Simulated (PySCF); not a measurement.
Excitations are Tamm–Dancoff values on a coarser integration grid. The basis has no diffuse functions, so Rydberg states are missing or too high.

Z-matrix (Å, degrees):
```
Al
F 1 1.6629
S 1 2.1795 2 117.99
H 3 1.3563 1 91.26 2 -179.90
S 1 2.1831 2 119.45 3 -179.96
H 5 1.3562 1 91.37 2 0.50
```
Charge 0, multiplicity 1.

Task: What HOMO–LUMO gap, LUMO, HOMO, brightest of the four lowest singlets (TDA) and total energy does PBE-D3(BJ)/def2-TZVP (PySCF) give?

Result: 
- HOMO–LUMO gap = 4.97 eV
- LUMO = -1.72 eV
- HOMO = -6.69 eV
- brightest of the four lowest singlets (TDA) = 5.56 eV
- total energy = -1139.5405 Ha
